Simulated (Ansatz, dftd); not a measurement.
Reaction: C2H2N3 (SMILES [c]1ncn[nH]1, doublet) → C2H2N3 (SMILES [nH]1cn[c]n1, doublet)
Each species at its own B3LYP-D3(BJ)/def2-TZVP minimum (Ansatz, an electronic-structure program).

Property: isomerisation energy (electronic), in kJ/mol. Radicals and triplets start from unrestricted determinants; spin-orbit coupling is neglected. Correlated methods leave the cores frozen. Rows without X2C or -DK are non-relativistic. CBS(X,Y): correlation extrapolated as X^-3, Hartree-Fock from the larger set. A bracket is a step between two methods taken in the basis named. Functionals run without relativity, which enters their misses. Double hybrids freeze cores in their MP2 part. 'core' is core correlation in cc-pwCVTZ, 'X2C' scalar relativity in cc-pVTZ-DK, both at CCSD(T). The UHF reference of C2H2N3 ([c]1ncn[nH]1, doublet) is spin-contaminated (<S^2> up to 0.15 over the pure value in the sets run). The UHF reference of C2H2N3 ([c]1nc[nH]n1, doublet) is spin-contaminated (<S^2> up to 0.16 over the pure value in the sets run).

```tsv
level	program	isomerisation energy (kJ/mol)	difference against the last row
PBE0-D3(BJ)/def2-TZVPD	Ansatz + dftd3	0.9	-2.0
CAM-B3LYP-D3(BJ)/def2-TZVPD	Ansatz + dftd3	2.5	-0.4
wB97X-V/def2-TZVPD	Ansatz	2.6	-0.3
B2PLYP/def2-TZVPD	Ansatz	2.4	-0.5
MP2/cc-pVDZ	Ansatz	1.9	-1.0
MP2/cc-pVQZ	Ansatz	2.0	-0.9
MP2/CBS(cc-pVTZ,cc-pVQZ)	Ansatz	2.0	-0.9
CCSDT(Q)/cc-pVDZ	Ansatz	2.5	-0.4
CCSD(T)/CBS(cc-pVTZ,cc-pVQZ) + [CCSDT(Q) - CCSD(T)]/cc-pVDZ + core + X2C	Ansatz	2.9	0.0
```
